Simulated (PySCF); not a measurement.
# Two-component Hartree-Fock for Hf³⁺ (hafnium, charge +3)

Start: [Xe] 4f14 5d1; 5d5/2 filled at m_j = +5/2. Calculated with PySCF 2.14 in x2c-TZVPPall-2c (11s11p10d3f1g, 124 functions): generalised Hartree-Fock with the X2C-1e Hamiltonian and a Gaussian nucleus; one run each with spin-orbit coupling (SO) screened by Boettger's factors, then bare. This is a chosen level, not necessarily the ground level.

| spinor shell | electrons | ε, screened SO (eV) | ε, bare SO (eV) | weight of nominal j (bare SO) | rms radius, bare SO (bohr) |
| --- | --- | --- | --- | --- | --- |
| 1s1/2 | 2 | -65701.9 | -65700.7 | 1.000 | 0.0215 |
| 2s1/2 | 2 | -11394.8 | -11394.4 | 1.000 | 0.0869 |
| 2p1/2 | 2 | -10864.0 | -10892.6 | 1.000 | 0.0738 |
| 2p3/2 | 4 | -9666.7 | -9657.1 | 1.000 | 0.0812 |
| 3s1/2 | 2 | -2677.3 | -2677.2 | 1.000 | 0.222 |
| 3p1/2 | 2 | -2442.2 | -2448.3 | 1.000 | 0.213 |
| 3p3/2 | 4 | -2180.9 | -2178.9 | 1.000 | 0.229 |
| 3d3/2 | 4 | -1787.4 | -1793.1 | 1.000 | 0.202 |
| 3d5/2 | 6 | -1731.0 | -1727.4 | 1.000 | 0.207 |
| 4s1/2 | 2 | -592.00 | -591.99 | 1.000 | 0.498 |
| 4p1/2 | 2 | -494.31 | -495.78 | 1.000 | 0.507 |
| 4p3/2 | 4 | -433.96 | -433.49 | 1.000 | 0.541 |
| 4d3/2 | 4 | -272.79 | -273.96 | 1.000 | 0.570 |
| 4d5/2 | 6 | -261.47 | -260.77 | 1.000 | 0.583 |
| 5s1/2 | 2 | -107.32 | -107.33 | 1.000 | 1.22 |
| 5p1/2 | 2 | -76.053 | -76.263 | 0.997 | 1.34 |
| 5p3/2 | 4 | -68.141 | -68.091 | 0.998 | 1.45 |
| 4f5/2 | 6 | -59.717 | -60.391 | 0.999 | 0.735 |
| 4f7/2 | 8 | -58.003 | -57.529 | 0.999 | 0.748 |
| 5d5/2 | 1 | -32.057 | -32.020 | 1.000 | 2.14 |

```csv
quantity,screened SO,bare SO
E (hartree),-15081.26338,-15082.31655
M_J,5/2,5/2
⟨J²⟩,8.755,8.755
⟨L²⟩,6.115,6.125
⟨S²⟩,0.864,0.874
```

Each row is a mean over spinors that exchange with the open shell spreads, by up to 3.340 eV (5p3/2).

Breit and QED terms are absent; they matter most for the inner s and p1/2 levels.

Densities and radii are taken from the X2C orbitals without a picture-change correction, which distorts them close to the nucleus.
